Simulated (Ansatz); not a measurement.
Mulliken charges of C2H6ClGa, SMILES `C[CH2][GaH][Cl]` from r2SCAN/def2-TZVPP in Ansatz (PBE0-D4/def2-TZVP geometry).

| atom | x (Å) | y (Å) | z (Å) | charge (e) |
| --- | --- | --- | --- | --- |
| C1 | 0.006 | 0.817 | 1.134 | -0.110 |
| C2 | -0.566 | -0.199 | 0.153 | -0.175 |
| Ga3 | 0.598 | -0.653 | -1.360 | 0.404 |
| Cl4 | -0.223 | -2.079 | -2.763 | -0.318 |
| H5 | -0.693 | 1.023 | 1.949 | 0.045 |
| H6 | 0.228 | 1.771 | 0.649 | 0.044 |
| H7 | 0.937 | 0.466 | 1.587 | 0.044 |
| H8 | -1.511 | 0.150 | -0.276 | 0.057 |
| H9 | -0.808 | -1.143 | 0.654 | 0.057 |
| H10 | 2.032 | -0.153 | -1.727 | -0.050 |

Question: By hand: the dipole of these point charges (1 e Å = 4.8032 D).

Answer: Σ q r = (0.197, 0.438, 0.472) e Å, of length 0.673 e Å = 3.23 D.

Question: How does the dipole of the full density compare? (An estimate is asked.)

Answer: Computed: (0.041, 0.333, 0.440) e Å, 2.66 D; the point charges give 1.21 times that, at 14° from its direction.

Point charges leave out the atoms' own dipoles, such as those of lone pairs, and Mulliken's split depends on the basis, so the two needn't agree.
